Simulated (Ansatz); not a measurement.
Relaxation of Cl$_{4}$GeH (6 atoms, charge 0, multiplicity 2), to a largest force component of 0.03 eV/Å in at most 50 steps.

Method: Ansatz, UKS PBE0-D4/def2-SVP.

```xyz
6
Properties=species:S:1:pos:R:3:forces:R:3
Ge 0.001 0.000 -0.243 0.00 0.00 -0.11
Cl -0.006 0.000 3.176 0.01 0.00 1.20
Cl 2.027 0.000 -1.016 -0.07 0.00 0.04
Cl -1.012 1.755 -1.016 0.03 -0.06 0.04
Cl -1.012 -1.755 -1.016 0.03 0.06 0.04
H 0.004 0.000 4.507 -0.01 0.00 -1.20
```

Where does it end, and by what steps?

It converged. The force dipped under the threshold on the way, but the program's further checks kept it going. After 19 steps the energy has fallen by 0.098 eV; H6 moved furthest, 1.00 Å.

| step | energy less start (eV) | largest force component (eV/Å) | accepted |
| --- | --- | --- | --- |
| 0 | 0.0000 | 1.204 | yes |
| 1 | -0.0232 | 0.483 | yes |
| 2 | -0.0266 | 0.057 | yes |
| 3 | -0.0271 | 0.015 | yes |
| 4 | -0.0277 | 0.087 | yes |
| 5 | -0.0281 | 0.016 | yes |
| 6 | -0.0168 | 1.040 | no |
| 7 | -0.0308 | 0.272 | yes |
| 8 | -0.0337 | 0.521 | yes |
| 9 | -0.0401 | 0.740 | yes |
| 10 | -0.0623 | 0.101 | yes |
| 11 | -0.0675 | 0.627 | yes |
| 12 | -0.0858 | 0.419 | yes |
| 13 | -0.0860 | 0.155 | yes |
| 14 | -0.0967 | 0.158 | yes |
| 15 | -0.0978 | 0.061 | yes |
| 16 | -0.0981 | 0.076 | yes |
| 17 | -0.0978 | 0.087 | no |
| 18 | -0.0982 | 0.022 | yes |
| 19 | -0.0982 | 0.013 | yes |

```xyz
6
Properties=species:S:1:pos:R:3
Ge -0.072 0.000 -0.040
Cl 0.734 0.000 3.247
Cl 1.965 0.000 -0.776
Cl -1.066 1.758 -0.836
Cl -1.066 -1.758 -0.836
H -0.493 0.000 3.633
```

Whether the end is a true minimum wasn't checked by a vibrational analysis.

The run took 48 s on 4 threads of Intel(R) Xeon(R) Platinum 8223CL CPU @ 3.00GHz (Skylake/Cascade Lake), on a shared host, peak memory 0.45 GiB.
